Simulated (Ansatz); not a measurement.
`ClC1=C[SiH2]1`. The species carries charge 0 and has multiplicity 1.

Cartesian coordinates in Å:
```
Cl -1.456 0.144 2.153
C -0.470 0.081 0.769
C 0.693 0.605 0.407
Si -0.024 -0.438 -0.899
H 1.439 1.256 0.844
H -0.672 0.150 -2.096
H 0.492 -1.799 -1.178
```

List the harmonic frequencies (cm⁻¹, unscaled) at PBE0-D4/def2-TZVP in Ansatz. (Best estimate.)

The calculation gave: 274, 292, 489, 557, 656, 672, 759, 843, 949, 987, 1067, 1611, 2236, 2245, 3228.

Is this a minimum?

Yes, all 15 modes are real.

Give the ideal-gas thermochemistry at 298.15 K and 1 bar (rigid rotor, harmonic oscillator; point group Cs, symmetry number 1).

Zero-point energy 100.9 kJ/mol; H(298) − E = 115.6 kJ/mol; entropy 296.4 J/(mol·K), of which translation 165.1, rotation 107.7, vibration 23.7; G(298) − E = 27.2 kJ/mol.
